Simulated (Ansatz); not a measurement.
Reaction (SMILES): C[Si](C)(C)F -> C[Si](C)C + F atom (the F-Si bond at the site shown breaks; other sites are not compared here)
Geometries: B3LYP-D3(BJ)/def2-TZVP minima from Ansatz (a program for electronic structure).

Property: bond dissociation energy (electronic energy difference), in eV. Correlated levels leave the core frozen unless marked. Open shells are spin-unrestricted. Spin-orbit coupling is left out. No relativistic terms. Basis-set limits of correlation are two-point, X^-3; Hartree-Fock from the larger set.

CCSD(T)/CBS(cc-pV(T+d)Z,cc-pV(Q+d)Z) (Ansatz) gives 7.09 eV.

Question: Another calculation gave 6.66 eV. Which level was it?
(A) wB97X-V/def2-TZVPD (Ansatz)
(B) SVWN5/def2-TZVPD (Ansatz)
(C) r2SCAN0/def2-TZVPD (Ansatz)
(D) PBE/def2-TZVPD (Ansatz)

Answer: C, r2SCAN0/def2-TZVPD (Ansatz). The others give 6.86 (PBE), 6.98 (wB97X-V), 7.83 (SVWN5) eV.
